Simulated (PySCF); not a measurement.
## Molecular orbitals of InCl

LC-ωPBE at R = 2.434 Å; In def2-SVP with ECP28, Cl def2-SVP; scalar-relativistic core potentials (PySCF 2.14). State: ¹Σ⁺ (singlet), closed shell. Only the outer orbitals are listed, counted within each symmetry, core potentials removing the inner ones.

| orbital | occ. | ε (eV) | on In (%) | main shells (%) |
| --- | --- | --- | --- | --- |
| 8σ | 2 | -13.43 | 53 | 52 In s, 44 Cl p |
| 4π | 2 | -10.77 | 5 | 94 Cl p |
| 4π | 2 | -10.77 | 5 | 94 Cl p |
| 9σ | 2 | -9.49 | 61 | 42 In s, 39 Cl p, 17 In p |
| 5π | 0 | 0.15 | 96 | 96 In p |
| 5π | 0 | 0.15 | 96 | 96 In p |
| 10σ | 0 | 2.12 | 97 | 90 In p |

Which are the highest filled and the lowest empty level, where do they sit, and how wide is the gap?

Highest filled 9σ at -9.49 eV (in %: 42 In s, 39 Cl p, 17 In p); lowest empty 5π at 0.15 eV (in %: 96 In p); the gap at LC-ωPBE is 9.64 eV. An empty level above zero is unbound, and its energy depends on the basis.

* bond order (Mayer): 1.00
* ⟨S²⟩: 0.000
* charge on In (Mulliken, basis-dependent): 0.41
* charge on In (Löwdin, basis-dependent): 0.20
* dipole moment (positive dipole means In(−)Cl(+)): -3.40 D

Spin–orbit coupling is left out.
